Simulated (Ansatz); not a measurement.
Ansatz (a quantum-chemistry and plane-wave program) input (B3LYP-D3(BJ)/def2-TZVP):

Ansatz 0.2 input:
```yaml
crystal:
  periodic: [false, false, false]
  atoms:
    - {symbol: B, position_ang: [-0.00000000, -0.00000000, -0.61304571]}
    - {symbol: N, position_ang: [0.00000000, 0.00000000, 0.69245456]}
    - {symbol: H, position_ang: [-0.00000000, -0.00000000, -1.78195339]}
basis:
  gaussian:
    orbitals: def2-TZVP
hamiltonian:
  xc: b3lyp
  dispersion: d3bj
magnetization: {spin_polarized: true, initial_magnetization: 1}
phonons: {temperatures: {t_min: 298.15, t_max: 298.15, t_step: 100}}
```

Output:

```
Functional definition: B3LYP
integrals: 0.01 GiB planned
368 factors; their error is unknown
mean field: 0.14 GiB planned
mean field evaluation 1: about -2176.7200 eV, gradient 2.9e1 eV
mean field evaluation 2: about -2165.3162 eV, gradient 5.4e1 eV
mean field evaluation 4: about -2180.3672 eV, gradient 1.3e0 eV
mean field evaluation 8: about -2180.3773 eV, gradient 1.4e-2 eV
mean field evaluation 16: about -2180.3773 eV, gradient 1.7e-5 eV
mean field -2180.37733053 eV, -80.1273889841 hartree, gradient 1.7e-5 eV, S^2 0.753153; 1 other end points of the search recorded, 0 dependent functions left out
the calculation of the forces begins
reference -2180.37751930 eV, -80.1273959211 hartree; 7, 6 occupied and 61, 62 virtual orbitals, 368 factors
these checks for a lower state are left out or cut short: stability, starts, cluster_reference, orbital_swaps, neighbouring_geometries, increment
integrals: 0.01 GiB planned
368 factors; their error is unknown
mean field: 0.14 GiB planned
mean field -2180.37731787 eV, -80.1273885189 hartree, gradient 1.6e-6 eV, S^2 0.753153; 0 other end points of the search recorded, 0 dependent functions left out
the calculation of the forces begins
reference -2180.37750664 eV, -80.1273954559 hartree; 7, 6 occupied and 61, 62 virtual orbitals, 368 factors
these checks for a lower state are left out or cut short: stability, starts, cluster_reference, orbital_swaps, neighbouring_geometries, increment
integrals: 0.01 GiB planned
368 factors; their error is unknown
mean field: 0.14 GiB planned
mean field evaluation 32: about -2180.3773 eV, gradient 4.4e-4 eV
mean field -2180.37731787 eV, -80.1273885189 hartree, gradient 1.6e-6 eV, S^2 0.753153; 0 other end points of the search recorded, 0 dependent functions left out
the calculation of the forces begins
reference -2180.37750664 eV, -80.1273954559 hartree; 7, 6 occupied and 61, 62 virtual orbitals, 368 factors
these checks for a lower state are left out or cut short: stability, starts, cluster_reference, orbital_swaps, neighbouring_geometries, increment
integrals: 0.01 GiB planned
368 factors; their error is unknown
mean field: 0.14 GiB planned
mean field -2180.37731516 eV, -80.1273884193 hartree, gradient 2.8e-6 eV, S^2 0.753153; 0 other end points of the search recorded, 0 dependent functions left out
the calculation of the forces begins
reference -2180.37750392 eV, -80.1273953563 hartree; 7, 6 occupied and 61, 62 virtual orbitals, 368 factors
these checks for a lower state are left out or cut short: stability, starts, cluster_reference, orbital_swaps, neighbouring_geometries, increment
integrals: 0.01 GiB planned
368 factors; their error is unknown
mean field: 0.14 GiB planned
mean field -2180.37731516 eV, -80.1273884193 hartree, gradient 2.8e-6 eV, S^2 0.753153; 0 other end points of the search recorded, 0 dependent functions left out
the calculation of the forces begins
reference -2180.37750392 eV, -80.1273953563 hartree; 7, 6 occupied and 61, 62 virtual orbitals, 368 factors
these checks for a lower state are left out or cut short: stability, starts, cluster_reference, orbital_swaps, neighbouring_geometries, increment
integrals: 0.01 GiB planned
368 factors; their error is unknown
mean field: 0.14 GiB planned
mean field -2180.37704314 eV, -80.1273784229 hartree, gradient 1.2e-6 eV, S^2 0.753126; 0 other end points of the search recorded, 0 dependent functions left out
the calculation of the forces begins
reference -2180.37723199 eV, -80.1273853630 hartree; 7, 6 occupied and 61, 62 virtual orbitals, 368 factors
these checks for a lower state are left out or cut short: stability, starts, cluster_reference, orbital_swaps, neighbouring_geometries, increment
integrals: 0.01 GiB planned
368 factors; their error is unknown
mean field: 0.14 GiB planned
mean field evaluation 64: about -2180.3771 eV, gradient 1.3e-6 eV
mean field -2180.37705080 eV, -80.1273787042 hartree, gradient 1.3e-6 eV, S^2 0.753181; 0 other end points of the search recorded, 0 dependent functions left out
the calculation of the forces begins
reference -2180.37723948 eV, -80.1273856381 hartree; 7, 6 occupied and 61, 62 virtual orbitals, 368 factors
these checks for a lower state are left out or cut short: stability, starts, cluster_reference, orbital_swaps, neighbouring_geometries, increment
integrals: 0.01 GiB planned
368 factors; their error is unknown
mean field: 0.14 GiB planned
mean field -2180.37732771 eV, -80.1273888805 hartree, gradient 2.3e-6 eV, S^2 0.753153; 0 other end points of the search recorded, 0 dependent functions left out
the calculation of the forces begins
reference -2180.37751647 eV, -80.1273958175 hartree; 7, 6 occupied and 61, 62 virtual orbitals, 368 factors
these checks for a lower state are left out or cut short: stability, starts, cluster_reference, orbital_swaps, neighbouring_geometries, increment
integrals: 0.01 GiB planned
368 factors; their error is unknown
mean field: 0.14 GiB planned
mean field -2180.37732771 eV, -80.1273888805 hartree, gradient 2.3e-6 eV, S^2 0.753153; 0 other end points of the search recorded, 0 dependent functions left out
the calculation of the forces begins
reference -2180.37751647 eV, -80.1273958175 hartree; 7, 6 occupied and 61, 62 virtual orbitals, 368 factors
these checks for a lower state are left out or cut short: stability, starts, cluster_reference, orbital_swaps, neighbouring_geometries, increment
integrals: 0.01 GiB planned
368 factors; their error is unknown
mean field: 0.14 GiB planned
mean field -2180.37732710 eV, -80.1273888582 hartree, gradient 2.8e-6 eV, S^2 0.753153; 0 other end points of the search recorded, 0 dependent functions left out
the calculation of the forces begins
reference -2180.37751587 eV, -80.1273957952 hartree; 7, 6 occupied and 61, 62 virtual orbitals, 368 factors
these checks for a lower state are left out or cut short: stability, starts, cluster_reference, orbital_swaps, neighbouring_geometries, increment
integrals: 0.01 GiB planned
368 factors; their error is unknown
mean field: 0.14 GiB planned
mean field -2180.37732710 eV, -80.1273888582 hartree, gradient 2.8e-6 eV, S^2 0.753153; 0 other end points of the search recorded, 0 dependent functions left out
the calculation of the forces begins
reference -2180.37751587 eV, -80.1273957952 hartree; 7, 6 occupied and 61, 62 virtual orbitals, 368 factors
these checks for a lower state are left out or cut short: stability, starts, cluster_reference, orbital_swaps, neighbouring_geometries, increment
integrals: 0.01 GiB planned
368 factors; their error is unknown
mean field: 0.14 GiB planned
mean field evaluation 96: about -2180.3771 eV, gradient 1.2e-1 eV
mean field -2180.37714268 eV, -80.1273820806 hartree, gradient 1.3e-6 eV, S^2 0.753181; 0 other end points of the search recorded, 0 dependent functions left out
the calculation of the forces begins
reference -2180.37733141 eV, -80.1273890164 hartree; 7, 6 occupied and 61, 62 virtual orbitals, 368 factors
these checks for a lower state are left out or cut short: stability, starts, cluster_reference, orbital_swaps, neighbouring_geometries, increment
integrals: 0.01 GiB planned
368 factors; their error is unknown
mean field: 0.14 GiB planned
mean field -2180.37712647 eV, -80.1273814850 hartree, gradient 9.5e-7 eV, S^2 0.753126; 0 other end points of the search recorded, 0 dependent functions left out
the calculation of the forces begins
reference -2180.37731527 eV, -80.1273884232 hartree; 7, 6 occupied and 61, 62 virtual orbitals, 368 factors
these checks for a lower state are left out or cut short: stability, starts, cluster_reference, orbital_swaps, neighbouring_geometries, increment
integrals: 0.01 GiB planned
368 factors; their error is unknown
mean field: 0.14 GiB planned
mean field -2180.37732701 eV, -80.1273888547 hartree, gradient 2.8e-6 eV, S^2 0.753153; 0 other end points of the search recorded, 0 dependent functions left out
the calculation of the forces begins
reference -2180.37751577 eV, -80.1273957917 hartree; 7, 6 occupied and 61, 62 virtual orbitals, 368 factors
these checks for a lower state are left out or cut short: stability, starts, cluster_reference, orbital_swaps, neighbouring_geometries, increment
integrals: 0.01 GiB planned
368 factors; their error is unknown
mean field: 0.14 GiB planned
mean field -2180.37732701 eV, -80.1273888547 hartree, gradient 2.8e-6 eV, S^2 0.753153; 0 other end points of the search recorded, 0 dependent functions left out
the calculation of the forces begins
reference -2180.37751577 eV, -80.1273957917 hartree; 7, 6 occupied and 61, 62 virtual orbitals, 368 factors
these checks for a lower state are left out or cut short: stability, starts, cluster_reference, orbital_swaps, neighbouring_geometries, increment
integrals: 0.01 GiB planned
368 factors; their error is unknown
mean field: 0.14 GiB planned
mean field evaluation 128: about -2180.3773 eV, gradient 2.0e-6 eV
mean field -2180.37732625 eV, -80.1273888269 hartree, gradient 2.0e-6 eV, S^2 0.753153; 0 other end points of the search recorded, 0 dependent functions left out
the calculation of the forces begins
reference -2180.37751502 eV, -80.1273957639 hartree; 7, 6 occupied and 61, 62 virtual orbitals, 368 factors
these checks for a lower state are left out or cut short: stability, starts, cluster_reference, orbital_swaps, neighbouring_geometries, increment
integrals: 0.01 GiB planned
368 factors; their error is unknown
mean field: 0.14 GiB planned
mean field -2180.37732625 eV, -80.1273888269 hartree, gradient 2.0e-6 eV, S^2 0.753153; 0 other end points of the search recorded, 0 dependent functions left out
the calculation of the forces begins
reference -2180.37751502 eV, -80.1273957639 hartree; 7, 6 occupied and 61, 62 virtual orbitals, 368 factors
these checks for a lower state are left out or cut short: stability, starts, cluster_reference, orbital_swaps, neighbouring_geometries, increment
integrals: 0.01 GiB planned
368 factors; their error is unknown
mean field: 0.14 GiB planned
mean field -2180.37724159 eV, -80.1273857157 hartree, gradient 2.9e-6 eV, S^2 0.753153; 0 other end points of the search recorded, 0 dependent functions left out
the calculation of the forces begins
reference -2180.37743031 eV, -80.1273926508 hartree; 7, 6 occupied and 61, 62 virtual orbitals, 368 factors
these checks for a lower state are left out or cut short: stability, starts, cluster_reference, orbital_swaps, neighbouring_geometries, increment
integrals: 0.01 GiB planned
368 factors; their error is unknown
mean field: 0.14 GiB planned
mean field -2180.37725012 eV, -80.1273860293 hartree, gradient 1.2e-6 eV, S^2 0.753153; 0 other end points of the search recorded, 0 dependent functions left out
the calculation of the forces begins
reference -2180.37743894 eV, -80.1273929682 hartree; 7, 6 occupied and 61, 62 virtual orbitals, 368 factors
Total energy: -2180.42270428 eV, -80.1290564387 hartree
Atom 0 at    -0.000000    -0.000000    -0.613046 Å, force    -0.000000    -0.000000     0.000255 eV/Å
Atom 1 at     0.000000     0.000000     0.692455 Å, force     0.000000     0.000000    -0.000326 eV/Å
Atom 2 at    -0.000000    -0.000000    -1.781953 Å, force     0.000000     0.000000     0.000071 eV/Å
Dipole moment:    -0.000000     0.000000    -0.576266 e Å
Vibrations: 650.84 717.14 1607.66 2868.20 cm⁻¹, zero-point energy 0.362272 eV
```

It need not be the lowest isomer of its formula.
